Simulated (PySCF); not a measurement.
C₂H₆GeN₂, SMILES [NH2][Ge@H]1[CH]=N[CH2]1. Atoms are numbered in the order given.

```xyz
11

N      1.9105     0.0061     0.8002
Ge     0.4108    -0.2099    -0.2374
C     -1.3068    -0.7120     0.6129
N     -1.9860     0.3005     0.2025
C     -1.0375     1.1719    -0.5259
H      2.7847     0.1559     0.2974
H      1.8416     0.6712     1.5693
H      0.8930    -1.0221    -1.4612
H     -1.7737    -1.5132     1.2056
H     -0.9152     2.1350    -0.0033
H     -1.3828     1.3836    -1.5515
```

Geometry optimised at TPSSh-D3(BJ)/def2-SVP. The structure was generated by enumeration; whether it is a known compound was not checked. Other conformers were not sampled.

The numbers are results of TDDFT-B3LYP/def2-SVPD in PySCF, not measurements.

Vertical excitations. Gas-phase values at a fixed geometry.

```
state  energy (eV)  λ (nm)      f                                              main pairs
-----  -----------  ------  -----  ------------------------------------------------------
S1            4.17     297  0.001                                          HOMO→LUMO 95 %
S2            5.00     248  0.004                                        HOMO−1→LUMO 95 %
S3            5.81     213  0.008                      HOMO→LUMO+1 82 %, HOMO→LUMO+2 14 %
S4            6.05     205  0.005                                        HOMO→LUMO+2 82 %
S5            6.26     198  0.027                    HOMO−1→LUMO+1 63 %, HOMO−3→LUMO 24 %
S6            6.46     192  0.016                                        HOMO→LUMO+3 78 %
S7            6.51     190  0.005                    HOMO−3→LUMO 64 %, HOMO−1→LUMO+1 27 %
S8            6.61     187  0.011  HOMO→LUMO+4 70 %, HOMO−1→LUMO+2 13 %, HOMO−2→LUMO 12 %
S9            6.82     182  0.028                    HOMO−1→LUMO+2 49 %, HOMO−2→LUMO 33 %
S10           7.00     177  0.045                                      HOMO−1→LUMO+3 80 %
T1            3.42     363      0                                          HOMO→LUMO 89 %
T2            4.59     270      0                                        HOMO−2→LUMO 86 %
T3            4.72     263      0                                        HOMO−1→LUMO 87 %
T4            5.53     224      0  HOMO→LUMO+1 62 %, HOMO→LUMO+2 16 %, HOMO−1→LUMO+1 10 %
```
Triplets are in the Tamm–Dancoff approximation, which puts them higher than full response would, so one can lie above its singlet here.
